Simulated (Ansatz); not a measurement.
The first iterations of a band of C2H5ClF2SSi (12 atoms, charge 0, multiplicity 1).

Computed with Ansatz, RKS B3LYP-D4/6-31G.

```
movable images  : 7
climbing image  : yes
spring          : 5.0 eV/Å²
optimiser       : quadratic models (default)
start path      : through a guess of the saddle point
force threshold : 0.05 eV/Å
iteration limit : 38
end points      : relaxed
```

Image 0:

```xyz
12
Properties=species:S:1:pos:R:3
C -1.516 0.467 0.170
Si 0.056 0.449 1.223
Cl -0.442 -0.154 3.271
S 1.522 -1.153 0.549
C 1.386 -0.823 -1.275
F 0.166 -1.289 -1.799
F 1.405 0.572 -1.531
H -1.985 -0.521 0.172
H -1.269 0.734 -0.861
H -2.221 1.199 0.578
H 0.767 1.756 1.346
H 2.208 -1.293 -1.809
```

Image 8:

```xyz
12
Properties=species:S:1:pos:R:3
C -1.866 0.321 0.358
Si -0.090 0.375 1.007
Cl -0.138 0.226 3.192
S 1.077 -1.453 0.332
C 1.683 -0.725 -1.269
F 0.610 -0.115 -1.969
F 2.626 0.291 -1.052
H -2.366 -0.592 0.692
H -1.843 0.332 -0.736
H -2.430 1.187 0.719
H 0.693 1.595 0.657
H 2.120 -1.498 -1.897
```

| iteration | highest image above the first end (eV) | largest band force component (eV/Å) |
| --- | --- | --- |
| 1 | 8.845 | 31.284 |
| 2 | 0.971 | 6.329 |
| 3 | 0.323 | 3.303 |
| 4 | 0.132 | 0.849 |

Q: Does the band converge within its limit, and where does its top end?

A: The run converged. It ended after 13 iterations with the highest image 0.032 eV above the first end. A vibrational analysis at the climbing image gives no mode beyond 40i cm⁻¹: the surface is too flat there to confirm a saddle point. Limits of this set-up: no polarisation functions.

Run time: 5.4 min on 1 CPU thread of a shared host.
